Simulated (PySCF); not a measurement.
# Molecular orbitals of SrO⁻

M06-2X at R = 2.034 Å; PySCF, scalar-relativistic core potentials, basis sets Sr def2-SVPD with ECP28, O def2-SVPD. State: ²Σ⁺ (doublet), unpaired electrons σ ↑. Only the outer orbitals are listed, counted within each symmetry, core potentials removing the inner ones.

```
spin  orbital  occ.  ε (eV)  on Sr (%)           main shells (%)
   α       3σ     1  -21.19         67           67 Sr p, 30 O s
   α       1π     1  -19.95        100                  100 Sr p
   α       1π     1  -19.95        100                  100 Sr p
   α       4σ     1  -16.47         36           64 O s, 32 Sr p
   α       5σ     1   -2.09         16           80 O p, 11 Sr d
   α       2π     1   -1.93         11            89 O p, 9 Sr d
   α       2π     1   -1.93         11            89 O p, 9 Sr d
   α       6σ     1   -0.16        105          89 Sr s, 14 Sr p
   α       3π     0    2.72         99          89 Sr p, 10 Sr d
   α       3π     0    2.72         99          89 Sr p, 10 Sr d
   α       7σ     0    3.09         82  68 Sr p, 20 Sr d, 15 O s
   β       3σ     1  -21.05         70           69 Sr p, 28 O s
   β       1π     1  -19.95        100                  100 Sr p
   β       1π     1  -19.95        100                  100 Sr p
   β       4σ     1  -16.24         34           66 O s, 30 Sr p
   β       2π     1   -1.77         12           88 O p, 10 Sr d
   β       2π     1   -1.77         12           88 O p, 10 Sr d
   β       5σ     1   -1.29         28  69 O p, 16 Sr s, 10 Sr d
   β       6σ     0    0.95        104          67 Sr s, 31 Sr p
   β       3π     0    1.39         97          70 Sr p, 27 Sr d
   β       3π     0    1.39         97          70 Sr p, 27 Sr d
```

Task: Which are the highest filled and the lowest empty level, where do they sit, and how wide is the gap?

Result: Highest filled α 6σ at -0.16 eV (in %: 89 Sr s, 14 Sr p); lowest empty β 6σ at 0.95 eV (in %: 67 Sr s, 31 Sr p); the gap at M06-2X is 1.11 eV. An empty level above zero is unbound, and its energy depends on the basis.

```
bond order (Mayer)                                                                                                : 1.40
⟨S²⟩                                                                                                              : 0.753
charge on Sr (Mulliken, basis-dependent)                                                                          : 0.00
charge on Sr (Löwdin, basis-dependent)                                                                            : 0.26
dipole moment (positive dipole points towards O; it is taken about the centre of mass and depends on that origin) : -4.69 D
```

Shares are Mulliken populations and can fall outside 0 to 100 %.

Spin–orbit coupling is left out. The state is the lowest determinant that a PBE0 search found; another state may lie lower at other levels.
